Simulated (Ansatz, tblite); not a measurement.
Cost and result up the ladder for PbSe2⁺ (3 atoms). The state is a doublet with charge 1. Geometry: r2SCAN-D4/def2-TZVP.

| atom | x (Å) | y (Å) | z (Å) |
| --- | --- | --- | --- |
| Pb1 | 0.7574 | 0.9212 | -1.1339 |
| Se2 | -0.8590 | 0.4807 | 1.0107 |
| Se3 | 0.1016 | -1.4018 | 0.1232 |

Ansatz on 4 threads of Arm Neoverse V2 on a shared host; xTB runs through tblite on one thread. Times are rough, summed over both states, and most runs start from the orbitals of an earlier one. PBE-QIDH/def2-TZVP serves as the yardstick here, not as an exact answer. Differences are given only for rows in sets of like size (and for xTB, whose basis is part of the method), since another set adds its own error. The other state is a quartet at its own geometry.

In the def2 sets Pb takes a core potential; there is no spin–orbit coupling. The xTB rows come from tblite. LC-ωPBE has ω = 0.4 bohr⁻¹. HSE06 is defined as in plane-wave codes, on full-range PBE exchange. Correlated methods freeze 22 core orbitals; core or outer-core shells of Pb, Se are correlated, in sets that lack core-valence functions. The rows differ in basis, and correlated rows in double-zeta sets carry the largest basis error. The structure comes from a short search, and lower isomers may exist.

Correlated methods converge slowly with the basis, most of all in double-zeta sets (MP2 moves by 0.25 eV from def2-SVP to def2-TZVP here).

xTB has no spin-polarisation term.

```json
{"level": "GFN1-xTB", "functions": "22", "wall time": "0.004 s"}
{"level": "GFN2-xTB", "functions": "22", "wall time": "0.004 s"}
{"level": "PBE-D4/def2-TZVP", "functions": "146", "wall time": "3.8 s"}
{"level": "HF/def2-TZVP", "functions": "146", "wall time": "6 s"}
{"level": "HSE06-D4/def2-TZVP", "functions": "146", "wall time": "6.5 s"}
{"level": "RPA@PBE/def2-TZVP", "functions": "146", "wall time": "6.6 s"}
{"level": "PBE0-D4/def2-TZVP", "functions": "146", "wall time": "6.8 s"}
{"level": "MP2/def2-TZVP", "functions": "146", "wall time": "7.4 s"}
{"level": "CCSD(T)/def2-SVP", "functions": "90", "wall time": "9.2 s"}
{"level": "CAM-B3LYP-D4/def2-TZVP", "functions": "146", "wall time": "9.3 s"}
{"level": "LC-ωPBE/def2-TZVP", "functions": "146", "wall time": "9.4 s"}
{"level": "r2SCAN-D4/def2-TZVP (with forces)", "functions": "146", "wall time": "9.8 s"}
{"level": "PBE-QIDH/def2-TZVP", "functions": "146", "wall time": "11 s"}
```

**Question.** Estimate what each level gives for the quartet − doublet (eV).

**Answer.** 
```tsv
level	quartet − doublet (eV)	difference from PBE-QIDH/def2-TZVP (eV)
GFN1-xTB	2.95	0.97
GFN2-xTB	2.19	0.21
PBE-D4/def2-TZVP	2.03	0.04
HF/def2-TZVP	1.21	-0.77
HSE06-D4/def2-TZVP	1.98	-0.01
RPA@PBE/def2-TZVP	1.83	-0.16
PBE0-D4/def2-TZVP	1.97	-0.02
MP2/def2-TZVP	2.03	0.04
CCSD(T)/def2-SVP	1.73	–
CAM-B3LYP-D4/def2-TZVP	1.85	-0.13
LC-ωPBE/def2-TZVP	1.82	-0.16
r2SCAN-D4/def2-TZVP (with forces)	1.93	-0.05
PBE-QIDH/def2-TZVP	1.99	0.00
```
